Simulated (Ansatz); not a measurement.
Ansatz (a first-principles code) input:

Ansatz 0.2 input:
```yaml
crystal:
  periodic: [false, false, false]
  atoms:
    - {symbol: Si, position_ang: [0.22769861, 0.02477791, -0.06081064]}
    - {symbol: Br, position_ang: [0.34462455, -0.52262403, 2.03546786]}
    - {symbol: Br, position_ang: [-0.45845480, -1.54757202, -1.38919812]}
    - {symbol: Br, position_ang: [-0.59479186, 1.99308459, -0.45702062]}
    - {symbol: N, position_ang: [2.05463208, 0.22358277, -0.54872309]}
    - {symbol: H, position_ang: [2.57229065, -0.64842306, -0.40913584]}
    - {symbol: H, position_ang: [2.51078508, 0.94886888, 0.01139622]}
    - {symbol: H, position_ang: [2.14849291, 0.48648539, -1.53356902]}
basis:
  gaussian:
    orbitals: def2-TZVPP
hamiltonian:
  xc: pbe
total_charge: 1
magnetization: {spin_polarized: false}
correlation: {method: rpa, electrons: outside_noble_gas}
```

Q: Predict the final energy.

A: -8063.61263 Eh (RPA@PBE/def2-TZVPP). The basis has 259 functions.

It need not be the lowest isomer of its formula.
